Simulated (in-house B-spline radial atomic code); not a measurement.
Atomic self-consistent-field run: neutral carbon. Computed with an all-electron radial atomic-structure program (B-spline basis): non-relativistic Hartree-Fock, average of configuration, point nucleus, inside a hard spherical wall at 4.83 bohr.

Command:
```bash
python run_scf.py task.json out
```
Settings:
```
Z                6
configuration    [He] 2s2 2p2
hamiltonian      nr
method           hf
spin_polarised   False
wall_radius      4.83
```

Output (hartree, bohr):
```
 radial grid: 35 intervals, B-splines of order 8, outer radius 4.83 bohr

 iter        energy (Eh)    residual
    1        -36.9773264    1.19e-01
    2        -37.6003155    2.02e-02
    3        -37.6311418    7.10e-03
    4        -37.6360845    2.44e-03
    5        -37.6371767    1.14e-03
    6        -37.6372350    2.96e-04
    7        -37.6372401    3.73e-05
    8        -37.6372402    1.72e-06
    9        -37.6372402    6.59e-08

 total energy                      -37.637240
 kinetic                             37.80812
 electron-nucleus                   -88.37311
 electron-electron                   12.92775

 orbital      occ     eigenvalue          <r>       <r^2>       <1/r>     <1/r^2>       <r^4>       r_max
 1s         2.000      -11.28755     0.268479    0.097232     5.66396     65.2259   0.0246613      0.1744
 2s         2.000       -0.68439      1.56756     2.92406    0.901264     3.27185     15.1985       1.225
 2p         2.000       -0.38281      1.63806     3.28985    0.799197     0.91576      20.323       1.216
```

Time taken, with all properties: 0.03 s on 1 thread of Arm Neoverse V2 (shared host).
